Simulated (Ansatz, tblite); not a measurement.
Cost and result up the ladder for the cluster Na₆Sb (7 atoms). Total charge 0; doublet. Geometry: PBE-D4/def2-SVP.

Cartesian coordinates in Å:
```
Sb 0.457 -0.019 -0.001
Na -2.078 -1.505 -0.861
Na 0.654 -0.961 -2.854
Na -0.886 0.727 2.615
Na 0.891 -3.001 -0.002
Na -1.085 2.589 -0.212
Na 2.048 2.169 1.314
```

Ansatz on 4 threads of Intel Xeon 6975P-C on a shared host; xTB runs through tblite on one thread. Times are rough, summed over both states, and most runs start from the orbitals of an earlier one. No level here is sound enough to serve as a yardstick. The other state is a singlet.

In the def2 sets Sb takes a core potential; there is no spin–orbit coupling. The xTB rows come from tblite. The structure comes from a short search, and lower isomers may exist.

Run but left out: HF/def2-SVP, MP2/def2-SVP, CCSD/def2-SVP, CCSD(T)/def2-SVP (doublet: ⟨S²⟩ 1.42, where a pure state has 0.75).

Raw xTB energies of ions are shifted by several eV, and xTB has no spin-polarisation term.

```json
{"level": "PBE-D4/def2-TZVP (with forces)", "functions": "242", "vertical IE (eV)": "3.54", "remarks": "restricted SCF unstable in HF (+1 singlet)"}
{"level": "PBE0-D4/def2-TZVP", "functions": "242", "vertical IE (eV)": "3.53", "remarks": "restricted SCF unstable in HF (+1 singlet)"}
{"level": "GFN2-xTB", "functions": "33", "vertical IE (eV)": "7.64", "remarks": "–"}
{"level": "LDA (SPW92)/def2-TZVP", "functions": "242", "vertical IE (eV)": "3.59", "remarks": "restricted SCF unstable in HF (+1 singlet)"}
{"level": "GFN1-xTB", "functions": "33", "vertical IE (eV)": "7.78", "remarks": "–"}
```

Task: Estimate how long each takes.

Result: GFN1-xTB 0.011 s; GFN2-xTB 0.42 s; LDA (SPW92)/def2-TZVP 6.2 s; PBE-D4/def2-TZVP (with forces) 12 s; PBE0-D4/def2-TZVP 24 s. On shared hardware such times vary by a factor of up to 3.
